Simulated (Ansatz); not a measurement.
A CCSD(T) single point on C4H8Si (`CC=C=C[SiH3]`).

```yaml
crystal:
  periodic: [false, false, false]
  atoms:
    - {symbol: C, position_ang: [-2.056150, 0.909460, 0.848047]}
    - {symbol: C, position_ang: [-0.604100, 0.712947, 1.158745]}
    - {symbol: C, position_ang: [0.324661, 0.522115, 0.266760]}
    - {symbol: C, position_ang: [1.241869, 0.287191, -0.628684]}
    - {symbol: Si, position_ang: [1.651212, -1.447586, -1.160517]}
    - {symbol: H, position_ang: [-2.405673, 1.877715, 1.217908]}
    - {symbol: H, position_ang: [-2.239195, 0.865318, -0.225545]}
    - {symbol: H, position_ang: [-2.662941, 0.139366, 1.333166]}
    - {symbol: H, position_ang: [-0.303748, 0.735681, 2.204642]}
    - {symbol: H, position_ang: [1.774809, 1.129671, -1.068965]}
    - {symbol: H, position_ang: [1.430386, -1.610609, -2.623555]}
    - {symbol: H, position_ang: [0.787407, -2.400216, -0.419783]}
    - {symbol: H, position_ang: [3.081763, -1.755654, -0.887519]}
basis:
  gaussian: {orbitals: def2-TZVPP}
correlation: {method: ccsd_t}
output: {orbitals: {seedname: orbitals}}
```

```sh
$ ansatz run in.yaml --threads 4 --pin off --events-out ev --progress --plain --max-ram 10444MiB
```

Output of Ansatz, abridged:

```
Functional definition: HF
1615 factors; integrals over basis functions are off by at most 9.7e-4 eV
mean field evaluation 1: about -12107.2557 eV, gradient 3.3e1 eV
mean field evaluation 2: about -12107.5377 eV, gradient 3.3e1 eV
mean field evaluation 4: about -12111.0381 eV, gradient 3.8e0 eV
mean field evaluation 8: about -12111.0962 eV, gradient 3.2e-1 eV
mean field -12111.09672647 eV, -445.0745955014 hartree, gradient 2.2e-6 eV, S^2 0.000000; 0 other end points of the search recorded, 0 dependent functions left out
9 core orbitals not correlated: weight in the atoms' cores, before any rotation towards them, 1.000 or more for the frozen orbitals, at most 0.000 for the correlated occupied ones
reference -12111.09672647 eV, -445.0745955014 hartree; 14, 14 occupied and 255, 255 virtual orbitals, 1615 factors
second order -21.00709186 eV of doubles, -0.00000000 eV of singles
cycle   1  -21.72274303 eV  change   -7.2e-1 eV  update   1.1e-1
cycle   2  -22.33465779 eV  change   -6.1e-1 eV  update   3.4e-2
cycle   3  -22.46041968 eV  change   -1.3e-1 eV  update   1.6e-2
cycle   4  -22.45488730 eV  change    5.5e-3 eV  update   4.3e-3
cycle   5  -22.45577909 eV  change   -8.9e-4 eV  update   1.7e-3
cycle   6  -22.45593709 eV  change   -1.6e-4 eV  update   4.5e-4
cycle   7  -22.45586965 eV  change    6.7e-5 eV  update   1.5e-4
cycle   8  -22.45592709 eV  change   -5.7e-5 eV  update   6.1e-5
cycle   9  -22.45594378 eV  change   -1.7e-5 eV  update   1.9e-5
perturbative correction -1.00997546 eV, -0.0371159135 hartree
Total energy: -12134.56264570 eV, -445.9369521276 hartree
```

It took 74 s on 4 threads of an INTEL XEON PLATINUM 8581C on a shared host, with 7.8 GiB of host memory at the peak.

MP2 recovers 89.5 % of the CCSD(T) correlation energy and the triples give 4.3 %; T1 = 0.0118.
